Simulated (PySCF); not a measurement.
Cl2HSbTe, SMILES [Cl][Sb]([Cl])[TeH]. Geometry optimised at PBE-D3(BJ)/def2-SVP. The structure was generated by enumeration; whether it is a known compound was not checked. The def2 effective core potentials stand for the cores of Sb, Te; spin–orbit coupling is left out.

Computed equilibrium geometry at PBE-D3(BJ)/def2-SVP (PySCF confirms it by a frequency run) as Cartesian coordinates in Å:
```xyz
5

Sb    -0.4924     0.5207     0.7924
Cl    -2.3728    -0.1638    -0.5347
Cl     0.0440     2.5877    -0.3235
Te     1.1974    -1.2860    -0.5075
H      2.4354    -0.8888     0.5660
```
